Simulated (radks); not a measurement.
Values are calculated unless marked as measured or tabulated.
How relativity changes the ionisation of neutral lithium ([He] 2s1) to Li+ ([He]). Spin-unpolarised spherical Kohn-Sham, PBEsol, point nucleus unless stated (finite: rms radius 2.444 fm), a radial shooting solver on a logarithmic mesh with Libxc functionals. A level marked "c x" has the speed of light scaled by that factor.

| level | E(Li) (hartree) | E(Li+) (hartree) | IE (eV) | HOMO | <r> HOMO (bohr) |
|---|---|---|---|---|---|
| non-rel. | -7.38701 | -7.19642 | 5.186 | 2s | 3.946 |
| scalar-rel. | -7.38782 | -7.19721 | 5.187 | 2s | 3.945 |
| scalar-rel., finite nucleus | -7.38782 | -7.19721 | 5.187 | 2s | 3.945 |
| Dirac | -7.38782 | -7.19721 | 5.187 | 2s1/2 | 3.945 |
| Dirac, finite nucleus | -7.38782 | -7.19721 | 5.187 | 2s1/2 | 3.945 |
| Dirac, c x 0.75 | -7.38844 | -7.19782 | 5.187 | 2s1/2 | 3.945 |
| Dirac, c x 0.85 | -7.38813 | -7.19751 | 5.187 | 2s1/2 | 3.945 |
| Dirac, c x 2 | -7.38721 | -7.19661 | 5.186 | 2s1/2 | 3.945 |

NIST Atomic Spectra Database: 5.392 eV (measured). The relativistic part of the total energy of Li is -0.0008077 hartree (Dirac, finite nucleus), 0.011 % of the non-relativistic value. Spin polarisation and multiplet splitting of open shells are left out at every level.

Beside tabulated values, note that spin-unpolarised runs miss the spin-polarisation part of the exchange energy of open shells.
